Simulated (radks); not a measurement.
Values are calculated unless marked as measured or tabulated.
The gold anion Au-, [Hg], held by a Watson sphere: a shell of charge +0.96 at radius R that stands for the Madelung well of a crystal (potential energy -0.96/R inside, -0.96/r outside, in hartree with lengths in bohr). Code: a radial shooting solver on a logarithmic mesh with Libxc functionals. Model: scalar-relativistic Kohn-Sham, PBEsol, spin-polarised, spherical densities, finite nucleus; Fermi nuclear charge, rms radius of each element as measured or else 0.836 A^(1/3) + 0.57 fm. Response by self-consistent Sternheimer equations with the Hartree and adiabatic LDA kernel, the relativistic mass of each level held fixed and spin-orbit coupling left out. The sphere does not respond.

| R (bohr) | e(5p) (eV) | e(5d) (eV) | e(6s) (eV) | <r> 6s (bohr) | sum of <r^2> (bohr^2) | X-ray form factor at sin(theta)/lambda = 0.1 1/angstrom | alpha (bohr^3) |
|---|---|---|---|---|---|---|---|
| 3.43 | -59.055 | -6.230 | -5.794 | 2.936 | 72.30 | 75.480 | 51.26 |
| 4.08 | -58.412 | -5.544 | -5.168 | 3.026 | 74.14 | 75.425 | 59.65 |
| 4.17 | -58.329 | -5.458 | -5.085 | 3.036 | 74.36 | 75.419 | 60.82 |
| 4.68 | -57.892 | -5.005 | -4.643 | 3.090 | 75.46 | 75.392 | 67.27 |
| 4.69 | -57.884 | -4.996 | -4.635 | 3.091 | 75.47 | 75.392 | 67.39 |
| 4.95 | -57.680 | -4.788 | -4.427 | 3.114 | 75.95 | 75.382 | 70.56 |
| 5.55 | -57.256 | -4.356 | -3.994 | 3.157 | 76.85 | 75.365 | 77.43 |
| 5.66 | -57.184 | -4.284 | -3.921 | 3.164 | 76.99 | 75.363 | 78.62 |
| 6.38 | -56.760 | -3.856 | -3.490 | 3.199 | 77.75 | 75.352 | 85.80 |
